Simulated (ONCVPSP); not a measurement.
## Hg: ONCV pseudisation with LDA (Perdew-Wang 92), scalar-relativistic reference atom.

ONCVPSP 4.0.1 was run on this input:

```
# ATOM AND REFERENCE CONFIGURATION
# atsym  z   nc   nv     iexc    psfile
  Hg 80.00   10    4  -001012      upf
#
#   n    l    f
    1    0    2.00
    2    0    2.00
    2    1    6.00
    3    0    2.00
    3    1    6.00
    3    2   10.00
    4    0    2.00
    4    1    6.00
    4    2   10.00
    4    3   14.00
    5    0    2.00
    5    1    6.00
    5    2   10.00
    6    0    1.75
#
# PSEUDOPOTENTIAL AND OPTIMIZATION
# lmax
    2
#
#   l,   rc,      ep,       ncon, nbas, qcut
    0    1.70    0.00    4    7    9.20
    1    1.40    0.00    4    9   10.60
    2    1.65    0.00    3    7   10.40
#
# LOCAL POTENTIAL
# lloc, lpopt,  rc(5),   dvloc0
    4    4    1.25    4.00
#
# VANDERBILT-KLEINMAN-BYLANDER PROJECTORs
# l, nproj, debl
    0    2    2.90
    1    3    0.60
    2    3    3.90
#
# MODEL CORE CHARGE
# icmod, fcfact, rcfact
    0    0.00    0.00
#
# LOG DERIVATIVE ANALYSIS
# epsh1, epsh2, depsh
   -6.00    5.00    0.04
#
# OUTPUT GRID
# rlmax, drl
    6.00    0.01
#
# TEST CONFIGURATIONS
# ncnf
    4
# nvcnf
#   n    l    f
    4
    5    0    2.00
    5    1    6.00
    5    2   10.00
    6    0    2.00
#
    4
    5    0    2.00
    5    1    6.00
    5    2   10.00
    6    0    1.00
#
    4
    5    0    2.00
    5    1    6.00
    5    2   10.00
    6    0    0.00
#
    4
    5    0    2.00
    5    1    5.00
    5    2   10.00
    6    0    2.00
#
```

Command:

```bash
oncvpsp.x < Hg.dat > Hg.out
```

Output (shortened: citation, most of the input echo, consistency checks and plot data are left out):

```
ONCVPSP  (Optimized Norm-Conservinng Vanderbilt PSeudopotential)
scalar-relativistic version 4.0.1

#   n    l    f        energy (Ha)
    1    0    2.00    -3.0547513E+03
    2    0    2.00    -5.4151111E+02
    2    1    6.00    -4.6708546E+02
    3    0    2.00    -1.2855017E+02
    3    1    6.00    -1.0705375E+02
    3    2   10.00    -8.4417878E+01
    4    0    2.00    -2.8300987E+01
    4    1    6.00    -2.1252363E+01
    4    2   10.00    -1.2893301E+01
    4    3   14.00    -3.6193483E+00
    5    0    2.00    -4.4367007E+00
    5    1    6.00    -2.5333964E+00
    5    2   10.00    -4.4915977E-01
    6    0    1.75    -3.3219217E-01

Reference configufation results
  iterations    26
  all-electron total energy (Ha)   -1.96119014D+04

Begin loop to  construct optimized pseudo wave functions
and semi-local pseudopoentials for all angular momenta

Calculating optimized projector #   1

 for l=   0

    Fraction of norm inside rc  0.987593
    Optimizing pswf for qcut=   9.21 a_B^-1,  ecut=  42.38 Ha
    Residual kinetic energy error=  6.73D-08 Ha

    Energy error per electron        Cutoff
         Ha          eV             Ha
         0.01000     0.27211       18.96
         0.00100     0.02721       25.54
         0.00010     0.00272       30.52
         0.00001     0.00027       34.67

Calculating optimized projector #   2

 for l=   0

    Fraction of norm inside rc  0.136808
    Optimizing pswf for qcut=   9.21 a_B^-1,  ecut=  42.38 Ha
    Residual kinetic energy error=  8.23D-08 Ha

    Energy error per electron        Cutoff
         Ha          eV             Ha
         0.01000     0.27211       16.64
         0.00100     0.02721       24.86
         0.00010     0.00272       30.56
         0.00001     0.00027       35.16

WARNING wellstate: negative energy specified for n= 6 l=  1
WARNING scattering state with energy  0.25000000
WARNING will be used for the first projector

   Wellstate for l =  1  n =  6
     eigenvalue =   0.2500
     asymptotic potential =   0.7500
     half-point radius =  2.9008

   Wellstate for l =  1  n =  7
     eigenvalue =   0.8500
     asymptotic potential =   1.3500
     half-point radius =  4.5988

Calculating optimized projector #   1

 for l=   1

    Fraction of norm inside rc  0.855246
    Optimizing pswf for qcut=  10.61 a_B^-1,  ecut=  56.31 Ha
    Residual kinetic energy error=  3.42D-07 Ha

    Energy error per electron        Cutoff
         Ha          eV             Ha
         0.01000     0.27211       28.73
         0.00100     0.02721       37.95
         0.00010     0.00272       44.70
         0.00001     0.00027       49.93

Calculating optimized projector #   2

 for l=   1

    Fraction of norm inside rc  0.066626
    Optimizing pswf for qcut=  10.61 a_B^-1,  ecut=  56.31 Ha
    Residual kinetic energy error=  3.05D-07 Ha

    Energy error per electron        Cutoff
         Ha          eV             Ha
         0.01000     0.27211       21.84
         0.00100     0.02721       34.71
         0.00010     0.00272       42.91
         0.00001     0.00027       49.03

Calculating optimized projector #   3

 for l=   1

    Fraction of norm inside rc  0.036601
    Optimizing pswf for qcut=  10.61 a_B^-1,  ecut=  56.31 Ha
    Residual kinetic energy error=  2.40D-07 Ha

    Energy error per electron        Cutoff
         Ha          eV             Ha
         0.01000     0.27211       12.48
         0.00100     0.02721       33.12
         0.00010     0.00272       41.94
         0.00001     0.00027       48.34

   Wellstate for l =  2  n =  7
     eigenvalue =   3.4508
     asymptotic potential =   3.9508
     half-point radius =  2.9414

   Wellstate for l =  2  n =  9
     eigenvalue =   7.3508
     asymptotic potential =   7.8508
     half-point radius =  3.3638

Calculating optimized projector #   1

 for l=   2

    Fraction of norm inside rc  0.672575
    Optimizing pswf for qcut=  10.40 a_B^-1,  ecut=  54.07 Ha
    Residual kinetic energy error=  1.56D-08 Ha

    Energy error per electron        Cutoff
         Ha          eV             Ha
         0.01000     0.27211       17.48
         0.00100     0.02721       22.25
         0.00010     0.00272       26.11
         0.00001     0.00027       30.59

Calculating optimized projector #   2

 for l=   2

    Fraction of norm inside rc  0.112943
    Optimizing pswf for qcut=  10.40 a_B^-1,  ecut=  54.07 Ha
    Residual kinetic energy error=  1.59D-08 Ha

    Energy error per electron        Cutoff
         Ha          eV             Ha
         0.01000     0.27211       18.60
         0.00100     0.02721       23.50
         0.00010     0.00272       27.10
         0.00001     0.00027       36.95

Calculating optimized projector #   3

 for l=   2

    Fraction of norm inside rc  0.082300
    Optimizing pswf for qcut=  10.40 a_B^-1,  ecut=  54.07 Ha
    Residual kinetic energy error=  1.46D-07 Ha

    Energy error per electron        Cutoff
         Ha          eV             Ha
         0.01000     0.27211       20.49
         0.00100     0.02721       25.75
         0.00010     0.00272       30.46
         0.00001     0.00027       43.72

Construct Vanderbilt / Kleinmman-Bylander projectors

B matrix Hermiticity error, ll=   0
   1   2    8.0863E-04

  Orthonormal projector coefficients  5.7229E+00 -6.6012E-01

B matrix Hermiticity error, ll=   1
   1   2    5.3827E-04
   1   3   -4.9280E-04
   2   3    3.5050E-05

  Orthonormal projector coefficients  9.7557E+00  9.4538E-01 -8.8983E-01

B matrix Hermiticity error, ll=   2
   1   2   -5.6545E-04
   1   3   -6.9080E-04
   2   3   -3.5502E-04

  Orthonormal projector coefficients  1.3245E+00 -8.5672E-01  3.2335E-01

Pseudoatom total energy -154.621051

Diagnostic tests using Vanderbilt-Kleinman-Bylander pseudopotentials
  1 or more projectors used as specified by nproj input data

   l    rcore       rmatch      e in        delta e   norm test  slope test

   0   1.7015930   1.7532570  -4.4367007   0.0000045   1.0004043   1.0003709
   0   1.7015930   1.7532570  -0.3321922   0.0000019   1.0000302   1.0000237

   1   1.4051423   1.4478054  -2.5333964  -0.0000057   1.0002435   1.0002601
   1   1.4051423   1.4478054   0.2500000   0.0000353   1.0005440   1.0005440
   1   1.4051423   1.4478054   0.8500000   0.0000547   1.0005590   1.0005590

   2   1.6514513   1.7015930  -0.4491598   0.0000035   1.0001335   1.0001578
   2   1.6514513   1.7015930   3.4508402   0.0001552   1.0004162   1.0004162
   2   1.6514513   1.7015930   7.3508402   0.0002417   1.0005860   1.0005860

 Testing for bound ghosts
   n   l    E NL Schr. Eq   E Basis Diag.   E Cutoff

   1   0       -4.436696       -4.436690     66.27
   2   0       -0.332190       -0.311172     66.27

   2   1       -2.533402       -2.533391    253.82

   3   2       -0.449156       -0.447727    126.36

 Testing for highly-localized positive-energy ghosts
       l    <radius>/rc     E Basis Diag.   E Cutoff

Test configuration 0

   n   l     f        eae           eps        diff
   1   0  2.0000-3054.75132297
   2   0  2.0000 -541.51110665
   2   1  6.0000 -467.08546392
   3   0  2.0000 -128.55016538
   3   1  6.0000 -107.05375058
   3   2 10.0000  -84.41787820
   4   0  2.0000  -28.30098654
   4   1  6.0000  -21.25236301
   4   2 10.0000  -12.89330069
   4   3 14.0000   -3.61934834
   5   0  2.0000   -4.43670069   -4.43669620    4.49D-06
   5   1  6.0000   -2.53339642   -2.53340209   -5.67D-06
   5   2 10.0000   -0.44915977   -0.44915624    3.53D-06
   6   0  1.7500   -0.33219217   -0.33219026    1.91D-06

    Total energies and differences
      AE_ref= -1.96119014D+04  AE_tst= -1.96119014D+04  dif=  0.00D+00
      PS_ref= -1.54621051D+02  PS_tst= -1.54621051D+02  dif= -8.53D-14
      PSP excitation error=  8.53D-14

Test configuration 1

   n   l     f        eae           eps        diff
   1   0  2.0000-3054.67156218
   2   0  2.0000 -541.43189862
   2   1  6.0000 -467.00624310
   3   0  2.0000 -128.47080521
   3   1  6.0000 -106.97438970
   3   2 10.0000  -84.33857307
   4   0  2.0000  -28.22152805
   4   1  6.0000  -21.17290155
   4   2 10.0000  -12.81385041
   4   3 14.0000   -3.53987902
   5   0  2.0000   -4.35695756   -4.35677086    1.87D-04
   5   1  6.0000   -2.45340400   -2.45335853    4.55D-05
   5   2 10.0000   -0.37003106   -0.37003634   -5.28D-06
   6   0  2.0000   -0.26195933   -0.26195007    9.26D-06

    Total energies and differences
      AE_ref= -1.96119014D+04  AE_tst= -1.96119756D+04  dif= -7.42D-02
      PS_ref= -1.54621051D+02  PS_tst= -1.54695271D+02  dif= -7.42D-02
      PSP excitation error=  2.51D-05

Test configuration 2

   n   l     f        eae           eps        diff
   1   0  2.0000-3055.00804545
   2   0  2.0000 -541.76580025
   2   1  6.0000 -467.34020724
   3   0  2.0000 -128.80530309
   3   1  6.0000 -107.30889045
   3   2 10.0000  -84.67283113
   4   0  2.0000  -28.55639903
   4   1  6.0000  -21.50777656
   4   2 10.0000  -13.14866317
   4   3 14.0000   -3.87474661
   5   0  2.0000   -4.69270990   -4.69343419   -7.24D-04
   5   1  6.0000   -2.79002318   -2.79023943   -2.16D-04
   5   2 10.0000   -0.70199041   -0.70196738    2.30D-05
   6   0  1.0000   -0.55511211   -0.55515492   -4.28D-05

    Total energies and differences
      AE_ref= -1.96119014D+04  AE_tst= -1.96115699D+04  dif=  3.32D-01
      PS_ref= -1.54621051D+02  PS_tst= -1.54289346D+02  dif=  3.32D-01
      PSP excitation error= -1.27D-04

Test configuration 3

   n   l     f        eae           eps        diff
   1   0  2.0000-3055.38486411
   2   0  2.0000 -542.13905344
   2   1  6.0000 -467.71355430
   3   0  2.0000 -129.17906938
   3   1  6.0000 -107.68265938
   3   2 10.0000  -85.04631314
   4   0  2.0000  -28.93044585
   4   1  6.0000  -21.88180227
   4   2 10.0000  -13.52257594
   4   3 14.0000   -4.24864339
   5   0  2.0000   -5.06676607   -5.06891100   -2.14D-03
   5   1  6.0000   -3.16446671   -3.16511449   -6.48D-04
   5   2 10.0000   -1.06849003   -1.06847125    1.88D-05

    Total energies and differences
      AE_ref= -1.96119014D+04  AE_tst= -1.96108573D+04  dif=  1.04D+00
      PS_ref= -1.54621051D+02  PS_tst= -1.53576413D+02  dif=  1.04D+00
      PSP excitation error= -4.66D-04

Test configuration 4

   n   l     f        eae           eps        diff
   1   0  2.0000-3055.28069500
   2   0  2.0000 -542.01597806
   2   1  6.0000 -467.59235477
   3   0  2.0000 -129.04793128
   3   1  6.0000 -107.55173157
   3   2 10.0000  -84.91512677
   4   0  2.0000  -28.79596718
   4   1  6.0000  -21.74693429
   4   2 10.0000  -13.38669473
   4   3 14.0000   -4.10960564
   5   0  2.0000   -4.89193685   -4.89883802   -6.90D-03
   5   1  5.0000   -2.96952932   -2.97080052   -1.27D-03
   5   2 10.0000   -0.83050300   -0.83042604    7.70D-05
   6   0  2.0000   -0.60455658   -0.60483763   -2.81D-04

    Total energies and differences
      AE_ref= -1.96119014D+04  AE_tst= -1.96092733D+04  dif=  2.63D+00
      PS_ref= -1.54621051D+02  PS_tst= -1.51989192D+02  dif=  2.63D+00
      PSP excitation error= -3.73D-03
```

The run took about 3.9 s on one core of a shared server CPU.
